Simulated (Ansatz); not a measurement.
# What a proton shuttle does

SiH₃Cl ([SiH3][Cl]) + H₂O → SiH₃ClO ([OH][SiH2][Cl]) + H₂ (links in brackets), a four-centre ligand exchange, has a barrier of 41.43 kcal/mol above its start structure and a step energy of -16.49 kcal/mol. One HF is now added to the ring of the saddle, taking the hydrogen and handing on one of its own. Gas-phase electronic energies, without zero-point energy, by CCSD(T) at an estimated basis limit (MP2 extrapolated from triple and quadruple zeta, plus CCSD(T) − MP2 in triple zeta); Ansatz 0.2.0, def2-TZVPP and QZVPP, frozen cores, on PBE0-D4/def2-TZVP structures. Extrapolation: Hartree–Fock as exp(−7.88 √X), correlation as X^−2.97. Each barrier counts from its own start structure, which holds all the molecules, is reached by relaxing down from the saddle and may not be the deepest complex; no counterpoise correction.

Q: What are the barrier and the step energy with the shuttle? (To be estimated.)

A: The calculation gives: Barrier 30.29 kcal/mol, 11.14 kcal/mol lower than without; step energy -19.56 kcal/mol, both from the start structure. Counted from all the molecules apart, the saddle lies at 22.65 kcal/mol with the shuttle and at 37.95 kcal/mol without; the start well goes from -3.48 to -7.64 kcal/mol. At the saddle the angle at each passing proton is O–H···H 135° without the shuttle, against O–H···F 155° and F–H···H 163° with it. Bringing in the extra molecule costs entropy, which these electronic energies leave out.

The T1 diagnostic stays at or below 0.011.

For scale, one of the runs: CCSD(T)/def2-TZVPP, 230 basis functions, launched by `ansatz run in.yaml --threads 4 --pin off --events-out ev --progress --plain --max-ram 9574MiB`. Hardware: 4 CPU threads of an Arm Neoverse V2, shared host. Wall time 91 s; peak host memory 3.9 GiB.
